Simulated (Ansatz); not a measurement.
Reaction (formal hydrolysis of a Ge–N bond): `[OH][Ge][N]([SiH3])[SiH3]` + H₂O → `[OH][Ge][OH]` + `[SiH3]N[SiH3]`

Isolated molecules relaxed with PBE0-D4/def2-TZVP in Ansatz; ΔE leaves out vibrations. CCSD(T)/CBS adds triple-zeta CCSD(T) − MP2 to the extrapolated MP2 energy (def2 sets, frozen cores). This one scheme is used for every species. DFT in def2-TZVPP. B3LYP here is the variant with VWN-RPA as its local correlation; programs differ in this. For Ge outer-core shells are correlated without core-valence functions, which leaves a few kJ/mol of doubt a bond. Scalar relativity is left out up to krypton. One conformer a species, not always the lowest.

`[OH][Ge][N]([SiH3])[SiH3]`:

Cartesian coordinates in Å:
```
O -0.095 1.496 -2.469
Ge -0.309 1.992 -0.769
N -0.084 0.351 0.127
Si 0.367 -1.150 -0.617
Si -0.286 0.378 1.855
H -0.033 0.555 -2.668
H 1.842 -1.293 -0.737
H -0.162 -2.286 0.184
H -0.208 -1.245 -1.990
H -0.499 1.793 2.262
H 0.922 -0.156 2.542
H -1.455 -0.436 2.280
```

H₂O:

Z-matrix (Å, degrees):
```
O
H 1 0.960
H 1 0.960 2 105.1
```

`[OH][Ge][OH]`:

Cartesian coordinates in Å:
```
O 1.081 -0.793 -0.414
Ge -0.501 -0.345 -1.122
O -1.202 0.710 0.143
H 1.315 -0.448 0.452
H -0.693 0.875 0.942
```

`[SiH3]N[SiH3]`:

Z-matrix (Å, degrees):
```
Si
N 1 1.726
H 1 1.490 2 112.6
H 1 1.484 2 107.4 3 119.9
H 1 1.489 2 110.9 3 -120.0
Si 2 1.726 1 128.9 3 -109.8
H 2 1.011 1 115.5 3 66.2
H 6 1.490 2 112.6 1 109.8
H 6 1.484 2 107.4 1 -10.1
H 6 1.488 2 110.9 1 -130.1
```

```tsv
level	ΔE (kJ/mol)
B3LYP-D4	-16.1
HF/def2-SVP	-33.0
```

(1) What does CCSD(T)/CBS give? (Estimate.)

Largest T1 diagnostic among the species: 0.015.

## Answers

(1) Computed: -8.1 kJ/mol. The listed levels differ from it by -8.0, -24.9 kJ/mol.

Leaving LDA and LC-ωPBE aside and taking each functional with its dispersion term where it has one, the values, not all of them listed here, spread over 15.8 kJ/mol, from CAM-B3LYP-D4 to revPBE-D4. LDA lies +11.7 kJ/mol from PBE without D4. In def2-TZVPP, CCSD(T) changes the Hartree–Fock value by +30.2 kJ/mol (the triples alone add +5.4 kJ/mol) and MP2 by +32.5 kJ/mol. The D4 term adds +16.8 kJ/mol with B3LYP and +9.2 kJ/mol with PBE0; it sums over pairs of atoms, weighted by their polarisabilities, and B3LYP, whose exchange is more repulsive, gets the larger term.

CCSD(T)/CBS has its own doubt, a few kJ/mol and more with outer-core shells, so smaller differences from it don't rank the levels.
